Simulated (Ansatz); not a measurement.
Reaction (isomerisation): `C=C([SiH3])[SeH]` → `[SeH]C1C[SiH2]1`

Program: Ansatz. Geometries: PBE0-D4/def2-TZVP. ΔE: electronic, gas phase. CCSD(T)/CBS is the MP2 limit (def2-TZVPP, def2-QZVPP) plus CCSD(T) − MP2 in def2-TZVPP, frozen cores. For Se outer-core shells are correlated without core-valence functions, which leaves a few kJ/mol of doubt a bond. Scalar relativity is left out up to krypton. One conformer a species, not always the lowest.

```json
{"species": "`C=C([SiH3])[SeH]`", "MP2/CBS(def2) energy (Eh)": "-2769.38986"}
{"species": "`[SeH]C1C[SiH2]1`", "MP2/CBS(def2) energy (Eh)": "-2769.37724"}
```

**Question.** Work out ΔE.

**Answer.** ΔE = (-2769.37724) − (-2769.38986) = 0.01262 Eh = +7.9 kcal/mol. CCSD(T)/CBS gives +10.1 kcal/mol.

Largest T1 diagnostic among the species: 0.011.

In def2-TZVPP, CCSD(T) changes the Hartree–Fock value by −5.2 kcal/mol (the triples alone add −0.0 kcal/mol) and MP2 by −7.4 kcal/mol. From PBE to PBE0 (25 % exact exchange), in def2-TZVPP and without D4, ΔE moves by −1.0 kcal/mol.
